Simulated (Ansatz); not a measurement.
A single point on `[CH3][Ga-]([Cl])([Cl])[SeH2+]`.

```yaml
crystal:
  periodic: [false, false, false]
  atoms:
    - {symbol: C, position_ang: [-1.385202, -0.650833, -0.018398]}
    - {symbol: Ga, position_ang: [0.549053, -0.797762, -0.260388]}
    - {symbol: Cl, position_ang: [1.764811, -1.787774, 1.243961]}
    - {symbol: Cl, position_ang: [1.392627, -0.900470, -2.260013]}
    - {symbol: Se, position_ang: [1.576392, 1.644872, 0.251883]}
    - {symbol: H, position_ang: [-1.844340, -1.621527, -0.215359]}
    - {symbol: H, position_ang: [-1.623184, -0.358021, 1.004929]}
    - {symbol: H, position_ang: [-1.804812, 0.076655, -0.714304]}
    - {symbol: H, position_ang: [0.844486, 1.908607, 1.499241]}
    - {symbol: H, position_ang: [0.613169, 2.434953, -0.528651]}
basis:
  gaussian: {orbitals: def2-TZVPP}
correlation: {method: mp2}
```

```sh
$ ansatz run in.yaml --threads 4 --pin off --events-out ev --progress --plain --max-ram 11315MiB
```

Shortened log:

```
Functional definition: HF
1702 factors; integrals over basis functions are off by at most 1.1e-3 eV
mean field evaluation 1: about -143755.9055 eV, gradient 3.2e1 eV
mean field evaluation 2: about -143756.0744 eV, gradient 3.2e1 eV
mean field evaluation 4: about -143759.0467 eV, gradient 4.1e0 eV
mean field evaluation 8: about -143759.0991 eV, gradient 3.1e-1 eV
mean field evaluation 16: about -143759.1001 eV, gradient 1.8e-6 eV
mean field -143759.10010716 eV, -5283.0494855201 hartree, gradient 1.8e-6 eV, S^2 0.000000; 0 other end points of the search recorded, 0 dependent functions left out
29 core orbitals not correlated: weight in the atoms' cores, before any rotation towards them, 1.000 or more for the frozen orbitals, at most 0.000 for the correlated occupied ones
reference -143759.10010716 eV, -5283.0494855201 hartree; 26, 26 occupied and 226, 226 virtual orbitals, 1702 factors
second order -29.21354646 eV of doubles, -0.00000000 eV of singles
Total energy: -143788.31365362 eV, -5284.1230635509 hartree
```

Run time 8 s (4 threads of an Arm Neoverse V2 on a shared host); peak host memory 0.88 GiB.
